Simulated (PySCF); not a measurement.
Si(H)2(Br)(Et) (C₂H₇BrSi), SMILES CC[SiH2]Br.

The structure is a stationary point at B3LYP-D3(BJ)/def2-SVP. The values are those of a single conformer.

Two levels are set side by side: TDDFT-PBE/def2-SVPD (PySCF) and TDDFT-B3LYP/def2-SVPD (PySCF). Vertical, same geometry. The lowest singlet is HOMO→LUMO 99 % with PBE and HOMO→LUMO 99 % with the other functional; states are paired by order. Differences are taken from unrounded values.

```json
[
 {"quantity": "lowest singlet excitation (eV)", "TDDFT-B3LYP": "6.43"},
 {"quantity": "lowest triplet excitation (TDA) (eV)", "TDDFT-B3LYP": "6.07"}
]
```

Q: What does TDDFT-PBE give, and how far is it from TDDFT-B3LYP? (An estimate is asked for; the answer gives what the named calculation found.)

A: 
| quantity | TDDFT-PBE | TDDFT-PBE minus TDDFT-B3LYP |
|---|---|---|
| lowest singlet excitation (eV) | 6.03 | -0.40 |
| lowest triplet excitation (TDA) (eV) | 5.70 | -0.37 |

A lower first singlet is the usual sign of a functional without exact exchange. Differences between two approximate levels are no errors against the true value.

Rough cost on one machine, each run with all the roots and properties that it gave: TDDFT-B3LYP against TDDFT-PBE about 3 times.
